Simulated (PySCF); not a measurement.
4H-1,3,5-dioxazine (C3H5NO2), SMILES C1=NCOCO1.

Geometry optimised at ωB97X-D3(BJ)/def2-SVP. Other conformers were not sampled.

The numbers are results of TDDFT-M06-2X/def2-SVPD in PySCF, not measurements.

Vertical excitations. 

Question: Estimate the UV-visible absorptions. (The exact figures need the calculation; the answer reports its results.)

Answer: 
```csv
state,energy (eV),λ (nm),f,main pairs
S1,5.92,210,0.009,"HOMO→LUMO+1 29 %, HOMO−1→LUMO+1 25 %, HOMO→LUMO 18 %, HOMO−1→LUMO 15 %"
S2,7.21,172,0.095,"HOMO→LUMO 51 %, HOMO−1→LUMO 22 %, HOMO−1→LUMO+1 15 %"
S3,7.53,165,0.026,"HOMO→LUMO+1 57 %, HOMO→LUMO 23 %"
S4,7.89,157,0.014,"HOMO−2→LUMO 47 %, HOMO−2→LUMO+1 28 %, HOMO−1→LUMO 8 %"
S5,8.06,154,0.039,"HOMO−1→LUMO+1 42 %, HOMO−1→LUMO 36 %"
S6,8.34,149,0.022,HOMO→LUMO+2 64 %
S7,8.55,145,0.018,HOMO→LUMO+3 78 %
S8,8.60,144,0.005,"HOMO−2→LUMO 29 %, HOMO−2→LUMO+1 22 %, HOMO→LUMO+2 17 %, HOMO−3→LUMO+1 8 %"
S9,8.73,142,0.023,HOMO→LUMO+4 76 %
S10,8.91,139,0.012,"HOMO→LUMO+5 46 %, HOMO−1→LUMO+2 16 %, HOMO−2→LUMO+1 9 %, HOMO−3→LUMO 8 %"
T1,5.09,244,0,"HOMO→LUMO+1 52 %, HOMO→LUMO 29 %"
T2,5.52,225,0,"HOMO−1→LUMO+1 53 %, HOMO−1→LUMO 29 %"
T3,7.39,168,0,"HOMO→LUMO 59 %, HOMO→LUMO+1 26 %"
T4,7.68,161,0,"HOMO−2→LUMO 43 %, HOMO−2→LUMO+1 30 %"
```
Triplets are in the Tamm–Dancoff approximation, which puts them higher than full response would, so one can lie above its singlet here.
